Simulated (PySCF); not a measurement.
Stepwise substitution at one centre (B SH-H). All species are isolated molecules in the gas phase. One relaxed conformer stands for each flexible species; it need not be the lowest. Strings in code marks are SMILES.

Computed with CAM-B3LYP-D3(BJ)/def2-TZVP (PySCF 2.14.0). All candidates: neutral, multiplicity 1. Excitations are Tamm–Dancoff values on a coarser integration grid. The basis has no diffuse functions, so Rydberg states are missing or too high.

- T1 excitation (TDA) = 4.82 eV
- LUMO = -0.19 eV
- HOMO–LUMO gap = 9.58 eV

### Question
Name which member has these values.
A. `SB(S)S`
B. `BS` (H–B–S–H torsion 0°)
C. `SBS` (H–S–B–S torsion 0°, S–B–S–H torsion 0°)

### Answer
B, `BS` (H–B–S–H torsion 0°). The others give `SBS` (H–S–B–S torsion 0°, S–B–S–H torsion 0°): 4.77 eV, 0.21 eV, 9.10 eV; `SB(S)S`: 5.07 eV, 0.39 eV, 9.21 eV
